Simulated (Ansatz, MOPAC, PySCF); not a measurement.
Isomers of H4OSeSi: 1 is O[SiH2][SeH], 2 is O([SeH])[SiH3]; one conformer of each (the lowest of an xTB search), B3LYP-D3(BJ)/def2-TZVP minima.
Isomer 1 (charge 0, multiplicity 1):
```csv
atom,x (Å),y (Å),z (Å)
O,-1.5203,-0.5794,-0.1554
Si,-0.2913,0.4469,0.2264
Se,1.6668,-0.6362,0.7464
H,-1.3386,-1.3058,-0.7573
H,0.0150,1.3751,-0.8830
H,-0.7409,1.1611,1.4326
H,2.2093,-0.4616,-0.6097
```
Isomer 2 (charge 0, multiplicity 1):
```xyz
7

Si    -0.9032     0.1484    -0.0130
O      0.5984     0.8406     0.1864
Se     1.9901    -0.2046     0.7094
H     -0.8657    -0.8687    -1.0902
H     -1.7964     1.2652    -0.3866
H     -1.3642    -0.4930     1.2391
H      2.3410    -0.6880    -0.6450
```

No zero-point or thermal terms.

Correlated levels freeze the cores. Filled d and f shells under p-block atoms count as core. Rows in 6-31G* carry no dispersion term and start afresh at each structure (6-31G* with six Cartesian d functions); the Pople sets are all-electron and without relativity. The state reached by PM6 isn't checked.

The values were computed with Ansatz (Gaussian orbitals); MOPAC for PM6 (differences of heats of formation); PySCF for 6-31G* rows, the dispersion terms. Each number belongs to the level named beside it.

| level | electronic energy of isomer 2 less that of isomer 1 (kJ/mol) |
|---|---|
| PM6 | 101.6 |
| HF/def2-SVP | 189.9 |
| PBE-D4/def2-TZVPP | 184.1 |
| BP86/6-31G* | … |
| B3LYP/def2-TZVPP | 178.3 |
| PBE0/def2-TZVPP | … |
| B2PLYP-D4/def2-TZVPP | 180.5 |
| SCS-MP2/def2-SVP | 177.1 |
| CCSD(T)/def2-TZVPP | 182.0 |

Task: Some entries are withheld; supply them.

Result: 
- BP86/6-31G*, electronic energy of isomer 2 less that of isomer 1 (kJ/mol): 170.3
- PBE0/def2-TZVPP, electronic energy of isomer 2 less that of isomer 1 (kJ/mol): 194.0

Ansatz is a first-principles code.
